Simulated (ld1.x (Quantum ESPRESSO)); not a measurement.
**Scattering properties, RRKJ potential for boron (B)**

| Property | Result |
| --- | --- |
| Element | B (Z = 5) |
| Generator | ld1.x (Quantum ESPRESSO) 7.5 |
| Type | norm-conserving RRKJ (Kleinman–Bylander form) |
| Functional | PBE |
| Relativity | scalar-relativistic |
| Frozen core | [He] |
| Valence charge | 3 |
| Reference configuration | 2s2 2p0 (charge +1) |
| Partial waves | 2p (bound, empty): rc 3.40 bohr; 3d channel at 0.3 Ry: rc 2.90 bohr; 2s (bound): rc 1.05 bohr |
| Local potential | the s channel |
| Core correction | none |
| rho0 | 0.02 |

The phase is arctan(r·u′/u) with u = r·R(r), unwrapped; energies in Ry, scanned from -3 to 5 Ry. A pole is an energy at which the radial function vanishes at the test radius. The pseudo phase is shifted by a multiple of π to meet the all-electron one at the reference energy, and phase errors are pseudo minus all-electron; the curves can meet again beyond the range given. Levels narrower than the energy grid can be missing from the lists of poles.

```json
{"channel": "s", "radius (bohr)": "3.70", "reference energy (Ry)": "-1.43", "poles, all-electron": "-1.36, 1.43", "poles, pseudo": "-1.36, 1.40", "unbroken range about the reference energy with phases within 0.05 rad": "below 2.8", "phase error 1 Ry above the reference energy (rad)": "-0.002"}
{"channel": "p", "radius (bohr)": "3.70", "reference energy (Ry)": "-0.98", "poles, all-electron": "-0.89, 1.47", "poles, pseudo": "-0.89, 1.96", "unbroken range about the reference energy with phases within 0.05 rad": "below -0.2", "phase error 1 Ry above the reference energy (rad)": "+0.154"}
{"channel": "d", "radius (bohr)": "3.70", "reference energy (Ry)": "0.30", "poles, all-electron": "0.83, 3.90", "poles, pseudo": "0.83, 4.07", "unbroken range about the reference energy with phases within 0.05 rad": "below 1.9", "phase error 1 Ry above the reference energy (rad)": "+0.003"}
```

Phases in the s channel:

```tsv
E (Ry)	all-electron	pseudo
-3.00	1.387	1.387
-2.76	1.375	1.375
-2.52	1.359	1.359
-2.28	1.339	1.339
-2.04	1.307	1.307
-1.80	1.244	1.244
-1.56	0.886	0.886
-1.32	-1.639	-1.640
-1.08	-1.791	-1.791
-0.84	-1.876	-1.876
-0.60	-1.980	-1.981
-0.36	-2.167	-2.170
-0.12	-2.626	-2.637
0.12	-3.615	-3.634
0.36	-4.229	-4.239
0.60	-4.462	-4.468
0.84	-4.575	-4.580
1.08	-4.644	-4.649
1.32	-4.694	-4.699
1.56	-4.734	-4.739
1.80	-4.771	-4.777
2.04	-4.808	-4.817
2.28	-4.851	-4.864
2.52	-4.909	-4.931
2.76	-4.998	-5.044
3.00	-5.175	-5.303
3.24	-5.678	-6.159
3.48	-6.847	-7.196
3.72	-7.399	-7.518
3.96	-7.585	-7.645
4.20	-7.675	-7.713
4.44	-7.728	-7.756
4.68	-7.765	-7.788
4.92	-7.792	-7.813
```
